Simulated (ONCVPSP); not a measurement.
## Reading a pseudo-wave (tin (Sn))

Columns: radius, all-electron u(r) and pseudo u(r) of the 4p shell (level -89.56 eV) of tin in the configuration [Ar] 3d10 4s2 4p6 4d10 5s2 5p2; PBEsol, scalar-relativistic, ONCV scheme, ONCVPSP 4.0.1.

```csv
r (bohr),all-electron,pseudo
0.072,0.4325,0.0269
0.145,-0.1531,0.1061
0.217,-0.6271,0.2275
0.290,-0.6075,0.3817
0.362,-0.2679,0.5496
0.435,0.1793,0.7196
0.507,0.5842,0.8727
0.580,0.8964,1.0006
0.652,1.0951,1.0917
0.725,1.1974,1.1446
0.798,1.2215,1.1579
0.870,1.1901,1.1355
0.942,1.1231,1.0843
1.015,1.0339,1.0104
1.088,0.9347,0.9225
1.160,0.8346,0.8292
1.232,0.7373,0.7354
1.305,0.6445,0.6440
1.378,0.5594,0.5592
1.450,0.4837,0.4836
1.522,0.4163,0.4162
1.595,0.3561,0.3560
1.668,0.3035,0.3034
1.740,0.2586,0.2585
1.812,0.2198,0.2197
1.885,0.1860,0.1859
```

(1) How many radial nodes do the two functions have?

(2) At about which radius was the pseudo-wave matched?

(3) Is the pseudo-wave norm-conserving?

Answers

(1) The all-electron 4p function has n − l − 1 = 2; the pseudo-wave has 0, since the states of the same l below it are removed with the core.

(2) 1.45 bohr. The columns agree to 0.0005 from 1.30 bohr on; several derivatives are matched, so the curves merge somewhat inside the radius.

(3) Yes: the ONCV scheme keeps the norm inside the radius equal to the all-electron one, which fixes the energy derivative of the logarithmic derivative at the level.
